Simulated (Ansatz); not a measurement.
Reaction (cleavage of the Si–Ge bond): `F[Si]1([GeH3])CO1` + CH₃OH → `CO[Si]1(F)CO1` + GeH₄

Computed with Ansatz on PBE0-D4/def2-TZVP structures; ΔE is electronic, products minus reactants. CBS: MP2 limit from def2 TZ/QZ plus the TZ coupled-cluster correction, frozen cores. This one scheme is used for every species. Functionals use def2-TZVPP. B3LYP here is the variant with VWN-RPA as its local correlation; programs differ in this. For Ge outer-core shells are correlated without core-valence functions, which leaves a few kJ/mol of doubt a bond. Scalar relativity is left out up to krypton. One conformer a species, not always the lowest.

```tsv
level	ΔE (kJ/mol)
PBE-D4	-69.3
PBE0-D4	-78.4
B2PLYP	-95.5
B3LYP	-91.1
HF/def2-TZVPP	-118.0
SCS-MP2/def2-QZVPP	-99.8
MP2/CBS(def2)	-93.5
CCSD/CBS(def2)	-94.3
```

Task: What does CCSD(T)/CBS give? (Estimate.)

Result: Computed: -91.2 kJ/mol. The listed levels differ from it by 21.9, 12.8, -4.3, 0.1, -26.8, -8.6, -2.3, -3.1 kJ/mol.

Largest T1 diagnostic among the species: 0.013.

From PBE to PBE0 (25 % exact exchange), in def2-TZVPP and without D4, ΔE moves by −9.4 kJ/mol. In def2-TZVPP, CCSD(T) changes the Hartree–Fock value by +23.8 kJ/mol (the triples alone add +3.1 kJ/mol) and MP2 by +21.4 kJ/mol.
